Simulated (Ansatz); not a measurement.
Relaxation of B2H6OSi (10 atoms, charge 0, multiplicity 1), to a largest force component of 0.015 eV/Å in at most 40 steps.

The calculation used RHF/def2-SVP in Ansatz 0.2.0.

```xyz
10
Properties=species:S:1:pos:R:3
B -0.630 1.486 -1.115
O 0.663 1.128 -0.712
B 0.572 -0.318 -0.532
Si 0.661 -1.485 -2.074
H -0.952 1.578 -2.292
H -1.474 1.880 -0.319
H 0.206 -0.764 0.499
H 0.473 -2.871 -1.645
H 2.088 -1.365 -2.668
H -0.254 -1.145 -3.126
```

Question: Where does it end, and by what steps?

Answer: The run converged. After 32 steps the energy has fallen by 1.414 eV; O2 moved furthest, 1.11 Å.

| step | energy less start (eV) | largest force component (eV/Å) | accepted |
| --- | --- | --- | --- |
| 0 | 0.0000 | 3.238 | yes |
| 2 | -0.8260 | 0.780 | yes |
| 4 | -1.1385 | 0.361 | yes |
| 6 | -1.3341 | 0.262 | yes |
| 8 | -1.3847 | 0.458 | yes |
| 10 | -1.4057 | 0.043 | yes |
| 12 | -1.4063 | 0.165 | no |
| 14 | -1.4081 | 0.078 | yes |
| 16 | -1.4096 | 0.024 | yes |
| 18 | -1.4109 | 0.067 | yes |
| 20 | -1.4125 | 0.047 | yes |
| 22 | -1.4130 | 0.041 | yes |
| 24 | -1.4135 | 0.060 | yes |
| 26 | -1.4135 | 0.081 | no |
| 28 | -1.4141 | 0.037 | yes |
| 30 | -1.4142 | 0.024 | yes |
| 32 | -1.4142 | 0.008 | yes |

```xyz
10
Properties=species:S:1:pos:R:3
B -0.595 1.624 -1.160
O -0.239 0.722 -0.213
B 0.272 -0.534 -0.324
Si 0.655 -1.473 -2.127
H -0.471 1.360 -2.326
H -1.033 2.680 -0.803
H 0.499 -1.097 0.716
H 1.194 -2.834 -1.880
H 1.655 -0.717 -2.927
H -0.582 -1.605 -2.941
```

Whether the end is a true minimum wasn't checked by a vibrational analysis.

The run took 57 s on 1 thread of Intel(R) Xeon(R) Processor @ 2.70GHz, with other jobs on the host, peak memory 0.16 GiB.
